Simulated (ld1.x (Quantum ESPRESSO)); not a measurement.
# Varying the TM semilocal potential for titanium

Base potential:

titanium (Ti), norm-conserving Troullier–Martins (semilocal form), made with ld1.x (Quantum ESPRESSO) 7.5 (PBE, scalar-relativistic). Core [Ne], reference 3s2 3p6 3d3 4s1 4p0. Waves: 3s (bound): rc 1.00 bohr; 3p (bound): rc 1.55 bohr; 3d (bound): rc 2.20 bohr. Local part: the d channel. Core correction: none.

Occupied shells without a wave of their own: 4s. They enter only through the test configuration that unscreens the potential.

Cutoffs, loose and tight: the cutoffs (Ry, on a coarse ladder) from which the occupation-weighted sum of valence levels, in a spherical-Bessel basis at the reference potential, stays within 10 and 1 mRy of its value at 400 Ry. They do not see the model core or the augmentation charge, which bear on the density cutoff. Test errors are all-electron minus pseudo excitation energies from the reference, over the configurations 3s2 3p6 3d2 4s2 4p0; 3s2 3p6 3d2 4s1 4p0; 3s2 3p6 3d2 4s0 4p0; 3s2 3p6 3d2.5 4s1.5 4p0; 3s2 3p6 3d2 4s1.5 4p0; 3s2 3p6 3d2 4s1 4p1; 3s2 3p6 3d1 4s2 4p1. A dash means not determined; rows that change the core or the reference have their own tests.

A semilocal file is local in each channel, so a ghost entry of none says nothing of the separable form that plane-wave codes build from it.

```tsv
change	outcome	cutoff, loose	cutoff, tight	bound ghosts	largest test error (meV)
base	generated	120 Ry	200 Ry	none	+289
wave 3p (bound): rc 1.55 bohr becomes 3p (bound): rc 1.24 bohr	generated	120 Ry	200 Ry	none	+274
wave 3p (bound): rc 1.55 bohr becomes 3p (bound): rc 1.44 bohr	generated	120 Ry	200 Ry	none	+285
wave 3p (bound): rc 1.55 bohr becomes 3p (bound): rc 1.60 bohr	generated	120 Ry	200 Ry	none	+289
wave 3p (bound): rc 1.55 bohr becomes 3p (bound): rc 1.74 bohr	generated	120 Ry	200 Ry	none	+277
wave 3p (bound): rc 1.55 bohr becomes 3p (bound): rc 1.96 bohr	generated	120 Ry	200 Ry	none	+210
wave 3p (bound): rc 1.55 bohr becomes 3p (bound): rc 2.34 bohr	generated	120 Ry	200 Ry	none	-175
```

(1) What comes out with this change to the base: wave 3p (bound): rc 1.55 bohr becomes 3p (bound): rc 2.12 bohr?

(2) What comes out with this change to the base: wave 3p (bound): rc 1.55 bohr becomes 3p (bound): rc 1.08 bohr?

## Answers

(1) outcome: generated; cutoff, loose: 120 Ry; cutoff, tight: 200 Ry; bound ghosts: none; largest test error (meV): +127.

(2) outcome: generated; cutoff, loose: 120 Ry; cutoff, tight: 230 Ry; bound ghosts: none; largest test error (meV): +269.

Reading the sweep of the p radius (base included, trends over the rows without a ghost): The loose cutoff stays near 120 Ry. The median size of the test errors (rows with all tests solved) is not monotonic: lowest 32.1 meV at 1.96 bohr, highest 53.9 meV at 2.12 bohr.
